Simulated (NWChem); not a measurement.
Molecule: SnSiH3Br, singlet; SMILES [SiH3][Sn][Br]

```xyz
6

Sn     0.7749    -0.5427    -0.3779
Br    -0.4178     1.5684     0.4795
Si    -1.5095    -1.9398    -0.0664
H     -1.4073    -3.3974    -0.4544
H     -2.6023    -1.3192    -0.9036
H     -1.9461    -1.8807     1.3781
```
Atoms are numbered in this order, from 1.

Computed with NWChem. Low-valent species are run as closed-shell singlets; no triplet was tried in these runs. Geometry: optimised at PBE-D3(BJ)/def2-SVP. def2 effective core potentials on Sn; no spin-orbit coupling. Static field.

**Question.** What does the run give for PBE/def2-SVPD? Quantities: isotropic polarisability (bohr³); anisotropy (bohr³).

**Answer.** 
```json
{
  "isotropic polarisability (bohr³)": "107.8",
  "anisotropy (bohr³)": "50.4"
}
```
